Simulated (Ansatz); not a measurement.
One change: `ClB1C[SiH2]1` becomes `CC1[SiH2]B1Cl`.

Ansatz, PBE0-D4/def2-TZVP geometries, multiplicity 1. 

| property | `ClB1C[SiH2]1` |
| --- | --- |
| size of the dipole moment (B3LYP/def2-TZVPP) / D | 1.25 |
| HOMO–LUMO gap (B3LYP/def2-TZVPP) / eV | 4.73 |
| HOMO energy (PBE/def2-TZVPP) / eV | -5.76 |
| HOMO–LUMO gap (ωB97M-V/def2-TZVPP) / eV | 9.17 |
| LUMO energy (ωB97M-V/def2-TZVPP) / eV | 0.25 |
| HOMO–LUMO gap (PBE/def2-TZVPP) / eV | 3.07 |

Q: Give the same properties after the change, and the shifts. (An estimate is asked.)

A: Computed: 
```csv
property,`CC1[SiH2]B1Cl`,shift
size of the dipole moment (B3LYP/def2-TZVPP) / D,1.57,0.32
HOMO–LUMO gap (B3LYP/def2-TZVPP) / eV,4.90,0.17
HOMO energy (PBE/def2-TZVPP) / eV,-5.74,0.02
HOMO–LUMO gap (ωB97M-V/def2-TZVPP) / eV,9.28,0.11
LUMO energy (ωB97M-V/def2-TZVPP) / eV,0.42,0.17
HOMO–LUMO gap (PBE/def2-TZVPP) / eV,3.29,0.22
```

Dipoles are sizes alone; their direction can turn.

B3LYP here is the variant with VWN-RPA as its local correlation; programs differ in this.
